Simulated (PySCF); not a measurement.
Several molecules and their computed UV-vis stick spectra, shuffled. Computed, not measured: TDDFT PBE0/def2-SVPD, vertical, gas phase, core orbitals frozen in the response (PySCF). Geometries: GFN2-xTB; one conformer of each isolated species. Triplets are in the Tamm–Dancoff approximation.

A. `O[SiH](O)O[SiH3]`
B. `O=C(CC=O)C=C`
C. `COC(CCF)=O`
D. `COC(=CF)OC`

Lowest singlet levels (six at most, fewer where fewer were computed) with oscillator strengths:

1. 344 nm (f 0.006); 303 nm (f 0.004); 246 nm (f 0.002); 221 nm (f 0.190); 215 nm (f 0.043); 188 nm (f 0.112); T1 3.09 eV
2. 206 nm (f 0.001); 161 nm (f 0.012); 154 nm (f 0.118); 148 nm (f 0.012); 146 nm (f 0.000); 146 nm (f 0.022); T1 5.46 eV
3. 165 nm (f 0.000); 160 nm (f 0.002); 153 nm (f 0.024); 150 nm (f 0.007); 148 nm (f 0.073); 146 nm (f 0.046); T1 7.10 eV
4. 234 nm (f 0.019); 204 nm (f 0.000); 195 nm (f 0.000); 190 nm (f 0.003); 182 nm (f 0.287); 178 nm (f 0.000); T1 4.31 eV

Task: Which spectrum belongs to which structure?

Result: 1 = B, 2 = C, 3 = A, 4 = D.
- A: S1 at 7.50 eV, HOMO→LUMO (81%), HOMO→LUMO+1 (11%); Löwdin shares by element: HOMO oxygen 30% or more, hydrogen 23% or more, silicon 16% or more (atoms not listed hold the other 31%); LUMO silicon 45%, oxygen 18% or more (atoms not listed hold the other 37%); HOMO -8.74 and LUMO 0.03 eV.
- B: S1 at 3.61 eV, HOMO→LUMO (84%), HOMO-1→LUMO (12%); Löwdin shares by element: HOMO oxygen 62%, carbon 20% or more (atoms not listed hold the other 18%); LUMO carbon 53% or more, oxygen 19% or more (atoms not listed hold the other 29%); HOMO -7.68 and LUMO -2.29 eV.
- C: S1 at 6.02 eV, HOMO→LUMO (99%); Löwdin shares by element: HOMO oxygen 76%, carbon 18% or more; LUMO carbon 46% or more, oxygen 44%; HOMO -8.43 and LUMO -0.03 eV; point group Cs, 1 of its 6 listed states under f = 0.0005.
- D: S1 at 5.30 eV, HOMO→LUMO (93%); Löwdin shares by element: HOMO carbon 52% or more, oxygen 16% or more, fluorine 13% (atoms not listed hold the other 19%); LUMO carbon 54% (atoms not listed hold the other 46%); HOMO -5.98 and LUMO 0.54 eV; point group Cs, 3 of its 6 listed states under f = 0.0005.

Without π bonds the low states may be Rydberg-like; a valence basis with one diffuse set may place them up to an eV too high.
